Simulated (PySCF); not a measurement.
Species: C4H11PSi.
Cartesian coordinates in Å at the GFN2-xTB level; atoms count from 1:
```xyz
17
C4H11PSi angstrom
C      1.630   -1.041    0.480
P      1.072   -0.258   -1.105
C      1.029    1.528   -0.523
C     -0.393    1.378    0.032
C     -0.743    0.075   -0.707
Si    -1.812   -1.220    0.177
H      2.717   -0.973    0.528
H      1.350   -2.093    0.469
H      1.199   -0.558    1.353
H      1.799    1.813    0.193
H      1.072    2.207   -1.375
H     -0.386    1.238    1.114
H     -1.058    2.214   -0.189
H     -1.210    0.318   -1.669
H     -1.344   -1.409    1.552
H     -3.190   -0.724    0.217
H     -1.739   -2.483   -0.557
```

Computed, not measured: PySCF 2.14.0, density-fitted response routines, TDDFT PBE0/def2-SVPD, vertical, gas phase, core orbitals frozen in the response.

Ground-to-excited transition dipoles (e·a0, same axes as the geometry; the sign carries no meaning), for the states with f of 0.002 or more among the lowest 7:

```
state  E (eV)      μx      μy      μz
   S1   5.519   0.497   0.397  -0.023
   S2   5.915   0.534  -0.301   0.004
   S3   6.073   0.073  -0.085   0.113
   S4   6.494   0.019  -0.025   0.310
   S5   6.596  -0.133   0.011   0.282
   S6   6.822  -0.097   0.075   0.171
   S7   7.034  -0.347   0.026   0.220
```

**Question.** Work out the oscillator strengths.

**Answer.** f = (2/3) ΔE |μ|² with ΔE in hartree (27.2114 eV).

```tsv
state	|μ|² (au)	|μ| (D)	f
S1	0.405	1.62	0.055
S2	0.376	1.56	0.054
S3	0.025	0.40	0.004
S4	0.097	0.79	0.015
S5	0.097	0.79	0.016
S6	0.044	0.54	0.007
S7	0.170	1.05	0.029
```

**Question.** Which bond between heavy atoms lies closest to the direction of the S1 transition dipole?

**Answer.** C5–Si6, at 28° from it; next C3–C4 at 37°.

**Question.** What angle do the transition dipoles of S1 and S5 make?

**Answer.** |cos θ| = |μa·μb| / (|μa| |μb|) = 0.34, so θ ≈ 70° (taken between 0 and 90°, since the signs are arbitrary).

**Question.** How is the summed strength of these states shared among x, y and z?

**Answer.** (2/3) Σ ΔE μα² gives 0.101 for x, 0.037 for y and 0.043 for z, 0.181 in all.

One conformer stands for the species.

Without π bonds the low states may be Rydberg-like; a valence basis with one diffuse set may place them up to an eV too high.
